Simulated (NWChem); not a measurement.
[OH][Mg][Cl] (MgHOCl), optimised at PBE0-D3(BJ)/def2-TZVP with NWChem:

- highest occupied level (eV) = -8.32
- orbital gap (eV) = 6.94
- dipole (D) = 2.10
- highest harmonic frequency (cm⁻¹) = 4087
- zero-point energy (kcal/mol) = 8.2

All stand in one matching conformer (torsions within 35°), which need not be the lowest.

One Mg atom is replaced by Be, giving [OH][Be][Cl] (BeHOCl), optimised at the same level. How do these values move?


```json
[
 {"quantity": "highest occupied level (eV)", "new value": "-9.14", "change": "-0.82"},
 {"quantity": "orbital gap (eV)", "new value": "8.68", "change": "+1.74"},
 {"quantity": "dipole (D)", "new value": "1.96", "change": "-0.14"},
 {"quantity": "highest harmonic frequency (cm⁻¹)", "new value": "4026", "change": "-61"},
 {"quantity": "zero-point energy (kcal/mol)", "new value": "10.0", "change": "+1.8"}
]
```
